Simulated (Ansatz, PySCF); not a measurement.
Base molecule (SMILES): O[SiH2]O [dihydroxysilane]. Each molecule is optimised on its own at B3LYP-D3(BJ)/def2-TZVP (Ansatz, an electronic-structure program), one conformer each, not searched for the lowest. Frequencies are from Ansatz or PySCF. Correlated levels leave the core frozen unless marked. No spin-orbit coupling. No relativistic terms. CBS marks a two-point X^-3 extrapolation of the correlation energy; Hartree-Fock from the larger set. The bracket is a focal-point correction in the basis named. Rows marked 298 K are enthalpies with B3LYP-D3(BJ) harmonic zero-point and thermal terms. Anions need diffuse functions, of which def2-TZVPD holds fewer than the aug- sets.

Levels, all with Ansatz: PBE/def2-TZVPD, and a column headed coupled cluster (CCSD(T) or an MP2 limit with a CCSD(T) correction), which has limits of its own: deprotonation enthalpy (H-O bond), 298 K at RI-MP2/CBS(aug-cc-pV(T+d)Z,aug-cc-pV(Q+d)Z)+[CCSD(T)-MP2]/aug-cc-pV(T+d)Z.

| property of the base | coupled cluster | PBE |
|---|---|---|
| deprotonation enthalpy (H-O bond), 298 K (to [O-][SiH2]O + H+) (kcal/mol) | 353.5 | 349.0 |

One change at a time; values at coupled cluster, with the shift from the base at coupled cluster and at PBE:
- Si replaced by C, giving OCO: deprotonation enthalpy (H-O bond), 298 K (to [O-]CO + H+) 367.3 kcal/mol (+13.8; PBE +11.4).
- H on Si replaced by OH, giving O[SiH](O)O: deprotonation enthalpy (H-O bond), 298 K (to [O-][SiH](O)O + H+) 352.5 kcal/mol (-1.0; PBE -1.4).
